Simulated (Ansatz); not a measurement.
Input file for Ansatz (a program for electronic structure): U-PBE/def2-TZVPP on CdH4Si (SMILES [SiH3][CdH]), a point of a bond scan (R = 5.438 Å). Elements past Kr take the def2 small-core potentials; no spin–orbit coupling.

Ansatz 0.2 input:
```yaml
crystal:
  periodic: [false, false, false]
  atoms:
    - {symbol: Cd, position_ang: [-0.56643322, -0.31054170, -0.07977578]}
    - {symbol: H, position_ang: [-5.29880240, -2.90501872, -0.74627703]}
    - {symbol: Si, position_ang: [1.63488208, 0.89630877, 0.23025485]}
    - {symbol: H, position_ang: [2.24913649, 0.59379975, 1.54999129]}
    - {symbol: H, position_ang: [1.47089364, 2.37203423, 0.15366084]}
    - {symbol: H, position_ang: [2.62571392, 0.51316070, -0.80992508]}
basis:
  gaussian:
    orbitals: def2-TZVPP
hamiltonian:
  xc: {name: PBE}
magnetization: {spin_polarized: true, initial_magnetization: 0}
```

The head of its log:

```
WARN ansatz: RAYON_NUM_THREADS=1 ignored (pool sized by the plan → 1); use --threads N
Functional definition: PBE
integrals: 0.05 GiB planned
906 factors; their error is unknown
mean field: 0.53 GiB planned
mean field evaluation 1: about -12490.4488 eV, gradient 2.7e1 eV
mean field evaluation 2: about -12476.3000 eV, gradient 5.1e1 eV
```

**Question.** Predict the final total energy.

**Answer.** -459.3830 hartree. Its determinant has ⟨S²⟩ = 1.00, a mixture of spin states.
